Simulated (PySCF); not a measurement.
**Structure from NMR data**

An unknown has the formula C4H11OPSi3. Its calculated NMR data are:

¹H NMR (400 MHz, computed): δ 4.60 (m, 1H), 4.50 (m, 1H), 4.37 (m, 1H), 3.55 (m, 3H), 2.37 (s, 3H), 1.47 (m, 2H).

¹³C{¹H} NMR (computed): δ 187.9 (C), 113.6 (C), 95.4 (C), 36.4 (CH3).

[PySCF 2.14: GFN2-xTB structure; PBE0/pcSseg-1 with gauge-including orbitals; relativity neglected; single conformer; averaged over atoms made equivalent by symmetry, fast rotation or ring inversion; gas phase]

References, each an isolated molecule treated in the same way: TMS for ¹H (σref 31.72), ¹³C (σref 186.93).

Q: Propose a structure and justify it.

A: 
4 carbon signals for 4 carbons: no two carbons are equivalent. Carbon types of the structure: 3 × C, 1 × CH3, leaving 8 H on heteroatoms. δC 187.9: carbonyl carbon of an ynone. δC 113.6, 95.4: alkyne carbon. δC 36.4: methyl carbon α to a carbonyl; the adjacent C=O deshields it moderately. δH 4.60: hydrogen on a silicon bonded to P, 2 Si. δH 4.50, 4.37: hydrogen on a silicon bonded to C, Si. δH 2.37: hydrogen on a methyl carbon α to a carbonyl; α to C=O. δH 1.47: hydrogen on a phosphorus bonded to Si.

Structure: SMILES C(C(C)=O)#C[SiH2][Si@H]([SiH3])P.

This is the structure that produced the data.

Splittings by ³¹P in the carbon and heteronuclear signals aren't shown, as no couplings were computed. Shifts are as computed. Against solution values, carbons near 30 ppm lie about +3 ppm off and those near 130 ppm about +5 ppm. Of 1309 compounds with measured shifts, 239 miss one by over three times the rms of a fit or turn the order of signals round; such compounds aren't used in these exercises. No couplings were computed; multiplicities are counted from neighbouring protons, with m where these are inequivalent, close in shift, in a saturated or five-membered ring or joined by F or P, and br s for small geminal =CH2 splittings.
